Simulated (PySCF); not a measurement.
WO₂Cl₂, optimised at GFN2-xTB:

```xyz
5

O     -0.0076     0.6920    -1.5902
W     -0.0148    -0.0289    -0.0779
O     -0.0212    -1.7040    -0.1102
Cl     1.7313     0.6422     1.0246
Cl    -1.7622     0.6557     1.0142
```

Energies from PySCF (xtb for GFN2), thermal terms from the rigid-rotor harmonic-oscillator model, ideal gas at 1 bar. All species are closed-shell singlets. W: scalar-relativistic def2 core potential, no spin-orbit coupling.

Problem. List the harmonic frequencies (cm⁻¹, unscaled) at this level and at the other levels, each on its own geometry.

Solution. 
- GFN2-xTB: 119, 153, 174, 185, 248, 348, 351, 854, 884
- PBE/def2-SVP: 107, 152, 207, 219, 336, 407, 416, 972, 1002
- PBE0/def2-TZVP: 114, 167, 218, 235, 349, 429, 434, 1024, 1069
